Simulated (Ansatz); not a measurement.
O₂Se, charge +1, doublet, geometry from GFN2-xTB (a state made from the parent by changing its charge; the spin is typed, not shown lowest); Ansatz (an electronic-structure program) with CASSCF(5,6)/6-31G.

Input for Ansatz:
Ansatz 0.2 input:
```yaml
crystal:
  periodic: [false, false, false]
  atoms:
    - {symbol: O, position_ang: [-1.28202029, -0.60434298, 0.04628369]}
    - {symbol: Se, position_ang: [-0.01573693, 0.24439406, -0.02326790]}
    - {symbol: O, position_ang: [1.34890225, -0.43433178, 0.05260488]}
basis:
  gaussian:
    orbitals: 6-31G
hamiltonian:
  xc: hf
total_charge: 1
correlation: {active_space: {window: {electrons: 5, orbitals: 6}}}
magnetization: {spin_polarized: false, initial_magnetization: 1}
```

### Question
Predict the main parts of the log of this Ansatz run.

### Answer

```
Functional definition: HF
410 factors; integrals over basis functions are off by at most 6.2e-4 eV
mean field evaluation 1: about -69338.1473 eV, gradient 6.4e1 eV
mean field evaluation 2: about -69338.2307 eV, gradient 6.4e1 eV
mean field evaluation 4: about -69348.0426 eV, gradient 3.9e0 eV
mean field evaluation 8: about -69348.1048 eV, gradient 4.1e-1 eV
mean field evaluation 16: about -69348.1075 eV, gradient 7.8e-3 eV
mean field evaluation 32: about -69347.9833 eV, gradient 4.4e-1 eV
mean field evaluation 64: about -69348.9568 eV, gradient 3.4e-1 eV
mean field evaluation 96: about -69348.9402 eV, gradient 1.0e0 eV
mean field evaluation 128: about -69348.3200 eV, gradient 1.9e-4 eV
mean field evaluation 160: about -69348.9559 eV, gradient 4.8e-1 eV
mean field evaluation 192: about -69348.1072 eV, gradient 1.4e-1 eV
mean field -69348.95994165 eV, -2548.5272714423 hartree, gradient 1.2e-6 eV, S^2 0.750000; 16 other end points of the search recorded, 0 dependent functions left out
reference -69348.95994165 eV, -2548.5272714423 hartree; 25, 24 occupied and 22, 23 virtual orbitals, 410 factors
state -69351.61876420 eV, -2548.6249813687 hartree
Total energy: -69351.61876420 eV, -2548.6249813687 hartree
```
